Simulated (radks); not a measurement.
The antimony anion Sb3-, [Xe], held by a Watson sphere: a shell of charge +3 at radius R that stands for the Madelung well of a crystal (potential energy -3/R inside, -3/r outside, in hartree with lengths in bohr). Calculated with a radial shooting solver on a logarithmic mesh with Libxc functionals: scalar-relativistic Kohn-Sham, LDA (Slater exchange, Perdew-Wang correlation), spin-unpolarised, spherical densities, point nucleus. Response by self-consistent Sternheimer equations with the Hartree and adiabatic LDA kernel, the relativistic mass of each level held fixed and spin-orbit coupling left out. The sphere does not respond.

R (bohr)  e(4d) (eV)  e(5s) (eV)  e(5p) (eV)  <r> 5p (bohr)  sum of <r^2> (bohr^2)  X-ray form factor at sin(theta)/lambda = 0.3 1/angstrom  alpha (bohr^3)
2.47         -33.472     -15.320      -7.255          2.741                  84.26                                                   35.184           47.69
2.76         -32.573     -14.436      -6.806          2.855                  89.22                                                   35.234           56.35
2.79         -32.499     -14.350      -6.758          2.867                  89.75                                                   35.240           57.37
3.61         -31.219     -12.398      -5.459          3.192                  104.9                                                   35.370           95.11
3.73         -31.100     -12.173      -5.281          3.238                  107.2                                                   35.382           102.5
4.4          -30.575     -11.146      -4.389          3.491                  120.4                                                   35.420           155.1
4.67         -30.410     -10.827      -4.078          3.590                  125.9                                                   35.426           182.6
5.13         -30.171     -10.382      -3.611          3.756                  135.7                                                   35.431           239.9

Estimate the row for R = 3.04 bohr.

Answer. e(4d) (eV) -31.984; e(5s) (eV) -13.674; e(5p) (eV) -6.354; <r> 5p (bohr) 2.967; sum of <r^2> (bohr^2) 94.23; X-ray form factor at sin(theta)/lambda = 0.3 1/angstrom 35.286; alpha (bohr^3) 66.75.
